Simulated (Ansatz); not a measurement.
CH6BGaOSeSi. The species carries charge 0 and has multiplicity 1. The bonds changed during the relaxation, so this is another structure than the one it started from. The geometry is a stationary point of PBE0-D4/def2-TZVP. It is one conformer, not always the lowest.

```xyz
12

B    -0.597   -0.511   -1.114
Si   -0.748   -0.786    0.877
C     0.551    0.438    1.566
Se    0.837    0.605    3.308
O     1.233    1.159    0.681
Ga    0.932    0.980   -1.108
H     0.616   -0.756   -1.471
H    -1.230   -1.076   -1.954
H    -2.083   -0.429    1.421
H    -0.392   -2.162    1.309
H     1.714    1.810   -2.139
H    -0.832    0.727   -1.376
```

Task: What is the dipole moment at PBE/def2-TZVPP? (Best estimate.)

Result: Computed: 4.93 D, with components (0.05, 0.36, -4.92) D in this frame, pointing from negative to positive charge.

Task: And with r2SCAN, B3LYP, ωB97M-V? (Best estimate.)

Result: The calculation gave: r2SCAN 5.25 D, B3LYP 5.22 D, ωB97M-V 5.45 D.

Task: Give the Mulliken charges with PBE, r2SCAN, B3LYP in def2-TZVPP. (Best estimate.)

Result: Computed: 
```
atom    PBE  r2SCAN  B3LYP
  B1   0.02    0.05   0.06
 Si2   0.07    0.17   0.13
  C3   0.06    0.04   0.04
 Se4  -0.19   -0.19  -0.19
  O5  -0.19   -0.26  -0.26
 Ga6   0.21    0.30   0.27
  H7   0.00   -0.03  -0.03
  H8   0.07    0.06   0.09
  H9  -0.05   -0.06  -0.06
 H10  -0.05   -0.06  -0.06
 H11   0.04    0.04   0.04
 H12   0.00   -0.03  -0.03
```

B3LYP here is the variant with VWN-RPA as its local correlation; programs differ in this.
